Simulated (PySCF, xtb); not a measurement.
Be(NH2)(SiH3) (BeH₅NSi), SMILES [NH2][Be][SiH3].

xtb with GFN2-xTB at its own geometry gives an orbital gap of 4.00 eV and a dipole moment of 3.85 D.

Coordinates come from a TPSSh-D3(BJ)/def2-TZVP optimisation. One conformer was computed; it need not be the lowest.

Problem. What does CAM-B3LYP/def2-TZVPD in PySCF give? (An estimate is asked for; the answer gives what the named calculation found.)

Solution. gap 9.18 eV (levels -9.06 and 0.11 eV), dipole 2.12 D.
